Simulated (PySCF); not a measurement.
Polarisability and C₆ of P²⁺ (phosphorus, charge +2)

[Ne] 3s2 3p1, 2P determinant. Calculation: PySCF 2.14, in aug-cc-pwCVQZ; no relativity, point nucleus. Coupled (time-dependent) response in atomic units; α is the mean over directions.

| method | mean α (bohr³) | α xx, yy, zz | C₆ (like pair) | S(−4) |
| --- | --- | --- | --- | --- |
| UHF | 9.591 | 9.837, 9.097, 9.837 | 35.23 | 40.75 |
| PBE | 9.214 | 9.383, 8.875, 9.383 | 33.22 | 36.58 |
| PBE0 | 9.285 | 9.487, 8.882, 9.487 | 33.61 | 37.24 |
| r2SCAN0 | 9.354 | 9.567, 8.930, 9.567 | 34.62 | 36.61 |

S(−4) is the Cauchy moment in α(ω) = α(0) + S(−4) ω² + …

α(iu) at PBE:

| u (hartree) | α(iu) (bohr³) |
| --- | --- |
| 0 | 9.214 |
| 0.0500 | 9.123 |
| 0.100 | 8.863 |
| 0.200 | 7.964 |
| 0.300 | 6.828 |
| 0.500 | 4.730 |
| 0.750 | 3.006 |
| 1.00 | 2.027 |
| 1.50 | 1.097 |
| 2.00 | 0.7016 |
| 3.00 | 0.3799 |
| 5.00 | 0.1838 |

A single London oscillator, α(iu) = α/(1 + u²/ω²), gives C₆ = (3/4) ω α². Matching the computed C₆ needs ω = 4 × 33.22 / (3 × 9.214²) = 0.522 hartree.

For an ion, C₆ is the dispersion term alone; charge-induced terms of lower order in 1/R come first.

The components differ because the open shell of this determinant is not spherical; for a pure term their mean is the scalar polarisability.
